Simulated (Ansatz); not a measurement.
`[NH2][GeH]([NH2])[NH2]` and `[CH3][Ge]([NH2])([NH2])[NH2]` differ in one atom or group.

Ansatz, PBE0-D4/def2-TZVP geometries, multiplicity 1. Each molecule was computed in one conformer, which needn't be the lowest.

Scalar relativity is left out up to krypton.

```
                                        property  `[NH2][GeH]([NH2])[NH2]`
  size of the dipole moment (PBE/def2-TZVPP) / D                      1.14
            HOMO–LUMO gap (PBE0/def2-TZVPP) / eV                      7.91
              HOMO energy (PBE0/def2-TZVPP) / eV                     -7.10
           LUMO energy (ωB97M-V/def2-TZVPP) / eV                      2.22
size of the dipole moment (B3LYP/def2-TZVPP) / D                      1.20
               LUMO energy (PBE/def2-TZVPP) / eV                     -0.03
```

(1) What does the change do to each property? (Best estimate.)

Answers

(1) Ansatz gave: 
| property | `[CH3][Ge]([NH2])([NH2])[NH2]` | shift |
| --- | --- | --- |
| size of the dipole moment (PBE/def2-TZVPP) / D | 1.25 | 0.11 |
| HOMO–LUMO gap (PBE0/def2-TZVPP) / eV | 7.57 | -0.34 |
| HOMO energy (PBE0/def2-TZVPP) / eV | -6.99 | 0.11 |
| LUMO energy (ωB97M-V/def2-TZVPP) / eV | 1.95 | -0.27 |
| size of the dipole moment (B3LYP/def2-TZVPP) / D | 1.32 | 0.12 |
| LUMO energy (PBE/def2-TZVPP) / eV | -0.23 | -0.20 |

With PBE0 the HOMO rises by 0.11 eV and the LUMO falls by 0.24 eV, so the gap narrows by about 0.35 eV. PBE moves the HOMO by 0.10 eV and ωB97M-V by 0.11 eV. Dipoles are sizes alone; their direction can turn.

B3LYP here is the variant with VWN-RPA as its local correlation; programs differ in this.
